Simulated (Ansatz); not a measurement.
`[CH3][SnH2][C]#N` → `[CH3]`• + `N#[C][SnH2]`• at 700 K and 1 bar (homolysis of the C–Sn bond).

Program: Ansatz. Geometries: PBE0-D4/def2-TZVP. ΔE: electronic, gas phase. CCSD(T)/CBS adds triple-zeta CCSD(T) − MP2 to the extrapolated MP2 energy (def2 sets, frozen cores). This one scheme is used for every species. Open shells (•) are unrestricted, without spin–orbit coupling. def2 core potentials past Kr. For Sn outer-core shells are correlated without core-valence functions, which leaves a few kJ/mol of doubt a bond.

```tsv
species	CCSD(T)/CBS energy (Eh)	H − E (kJ/mol)	S (J/(mol·K))
`[CH3][SnH2][C]#N`	-347.81716	222.5	450.8
`[CH3]`•	-39.78218	106.9	232.5
`N#[C][SnH2]`•	-307.91166	98.6	367.7
```

H − E and S are ideal-gas, rigid-rotor, harmonic terms from PBE0-D4/def2-TZVP, with the whole ground term of open shells counted as degenerate. 1 Eh = 2625.50 kJ/mol, R = 8.31446 J/(mol·K).

Q: By hand: ΔE, ΔH, ΔS and ΔG.

A: ΔE = (-39.78218) + (-307.91166) − (-347.81716) = 0.12332 Eh = 323.8 kJ/mol. Δ(H − E) = 106.9 + 98.6 − 222.5 = -17.0, so ΔH = 306.8 kJ/mol. ΔS = 232.5 + 367.7 − 450.8 = 149.4 J/(mol·K). ΔG = 306.8 − 700 × (149.4)/1000 = 202.2 kJ/mol.

Q: By hand: the equilibrium constant, and the temperature at which ΔG would vanish if ΔH and ΔS stayed fixed.

A: log₁₀ K = −ΔG/(RT ln 10) = -15.1. ΔG = 0 at ΔH/ΔS = 2054 K.

The number of gas molecules changes by +1, which sets the sign of ΔS. A doubt of 5 kJ/mol in ΔE shifts log₁₀ K by 0.4 here. These are equilibria of isolated gas molecules and say nothing of rates. Largest T1 diagnostic: 0.018 (customary marks: 0.02 for closed shells, 0.045 for open ones).
